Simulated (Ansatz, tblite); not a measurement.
Cost and result up the ladder for the cluster Tl2F⁺ (3 atoms). The state is a singlet with charge 1. Geometry: PBE-D4/def2-TZVP.

| atom | x (Å) | y (Å) | z (Å) |
| --- | --- | --- | --- |
| Tl1 | -0.700 | -1.038 | 1.946 |
| Tl2 | 0.700 | 1.039 | -1.946 |
| F3 | 0.000 | 0.000 | 0.000 |

Ansatz on 2 threads of Arm Neoverse N1 on a shared host; xTB runs through tblite on one thread. Times are rough, summed over both states, and most runs start from the orbitals of an earlier one. PBE-QIDH/def2-TZVP serves as the yardstick here, not as an exact answer. The other state is a triplet at its own geometry.

In the def2 sets Tl takes a core potential; there is no spin–orbit coupling. The xTB rows come from tblite. Correlated methods freeze 9 core orbitals; core or outer-core shells of Tl are correlated, in sets that lack core-valence functions. The structure comes from a short search, and lower isomers may exist.

xTB has no spin-polarisation term.

```
             level  functions  triplet − singlet (eV)  difference from PBE-QIDH/def2-TZVP (eV)
          GFN2-xTB         12                   11.42                                     5.75
          GFN1-xTB         12                    6.97                                     1.31
     MP2/def2-TZVP        131                    6.10                                     0.43
PBE-QIDH/def2-TZVP        131                    5.66                                     0.00
```

Q: Estimate how long each takes.

A: GFN2-xTB 0.004 s; GFN1-xTB 0.005 s; MP2/def2-TZVP 11 s; PBE-QIDH/def2-TZVP 26 s. On shared hardware such times vary by a factor of up to 3.
